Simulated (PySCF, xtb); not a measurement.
C₃H₃N₂, SMILES [c]1cn[nH]c1, multiplicity 2.

Harmonic wavenumbers (cm⁻¹) from GFN2-xTB in xtb 6.7.1 at its own minimum, in rising order: 537, 567, 640, 772, 838, 840, 849, 1027, 1097, 1152, 1196, 1347, 1361, 1399, 1470, 3189, 3197, 3433.

**Question.** What does PBE-D3(BJ)/def2-SVP in PySCF 2.14.0 give at its own minimum? (The exact figures need the calculation; the answer reports its results.)

**Answer.** 550, 559, 678, 741, 817, 863, 887, 1014, 1110, 1168, 1222, 1327, 1373, 1423, 1484, 3193, 3203, 3549. Paired by order, the mean absolute difference is 24 cm⁻¹ and the zero-point energies are 35.6 and 36.0 kcal/mol.
